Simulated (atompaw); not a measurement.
# What one change does to a pseudopotential (O, PAW (atompaw))

```json
{
 "Element": "oxygen (O)",
 "Generator": "atompaw 4.2.0.5",
 "Type": "PAW",
 "Functional": "LDA (PW92)",
 "Relativity": "scalar-relativistic",
 "Frozen core": "[He]",
 "Valence charge": "6",
 "Reference configuration": "2s2 2p2 (charge +2)",
 "Partial waves": "2s (bound); 2s channel at -2.2 Ry; 2p (bound); 2p channel at -2.7 Ry",
 "Local potential": "troulliermartins scheme with l = 2 at -0.5 Ry, radius 1.35 bohr",
 "Core correction": "smooth core density matched at 1.25 bohr",
 "Augmentation charge": "sinc compensation charge, radius 1.05 bohr; PAW radius 1.35 bohr; waves and projectors: bloechl"
}
```

Change: local potential troulliermartins scheme with l = 2 at -0.5 Ry, radius 0.56 bohr.

Cutoffs: the cutoffs (Ry, on a coarse ladder) from which the occupation-weighted sum of valence levels, in a spherical-Bessel basis at the reference potential, stays within 10 and 1 mRy of its value at 400 Ry; they do not see the model core or the augmentation charge, which bear on the density cutoff.

Problem. What does the change do?

Solution. The range in which the s phases agree narrows (upper end 0.6 → -1.3); neither file shows a bound ghost.

```csv
quantity,base,changed
"cutoff, loose",50 Ry,140 Ry
"cutoff, tight",70 Ry,over 300 Ry
loose cutoff by channel (10 mRy a level),"s 21 Ry, p 45 Ry","s 21 Ry, p 40 Ry"
bound ghosts,none,none
s: phases at 1.35 bohr within 0.05 rad from the reference energy up to (Ry; the scan ends near 5),0.6,-1.3
p: phases at 1.35 bohr within 0.05 rad from the reference energy up to (Ry; the scan ends near 5),0.4,0.2
lowest overlap eigenvalue by channel,"s 0.01, p 0.00","s 0.01, p 0.00"
```

 The cutoffs see the waves, projectors and local potential, not the compensation charge or the core.
